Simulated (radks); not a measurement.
Results of a calculation; reference values are marked as such.
The fluorine anion F-, [Ne], held by a Watson sphere: a shell of charge +1 at radius R that stands for the Madelung well of a crystal (potential energy -1/R inside, -1/r outside, in hartree with lengths in bohr). Code: a radial shooting solver on a logarithmic mesh with Libxc functionals. Model: scalar-relativistic Kohn-Sham, LDA (Slater exchange, VWN5 correlation), spin-polarised, spherical densities, finite nucleus; Fermi nuclear charge, rms radius of each element as measured or else 0.836 A^(1/3) + 0.57 fm. Response by self-consistent Sternheimer equations with the Hartree and adiabatic LDA kernel, the relativistic mass of each level held fixed and spin-orbit coupling left out. The sphere does not respond.

| R (bohr) | e(1s) (eV) | e(2s) (eV) | e(2p) (eV) | <r> 2p (bohr) | sum of <r^2> (bohr^2) | X-ray form factor at sin(theta)/lambda = 0.3 1/angstrom | alpha (bohr^3) |
|---|---|---|---|---|---|---|---|
| 1.75 | -654.65 | -28.162 | -10.037 | 1.198 | 14.41 | 5.135 | 6.764 |
| 2.03 | -654.25 | -27.190 | -9.184 | 1.222 | 15.05 | 5.093 | 7.920 |
| 2.33 | -653.73 | -26.289 | -8.355 | 1.243 | 15.63 | 5.068 | 9.242 |
| 3.33 | -652.02 | -24.075 | -6.206 | 1.287 | 17.02 | 5.043 | 13.89 |
| 3.34 | -652.00 | -24.058 | -6.189 | 1.287 | 17.03 | 5.043 | 13.94 |
| 3.64 | -651.57 | -23.566 | -5.699 | 1.295 | 17.32 | 5.041 | 15.31 |
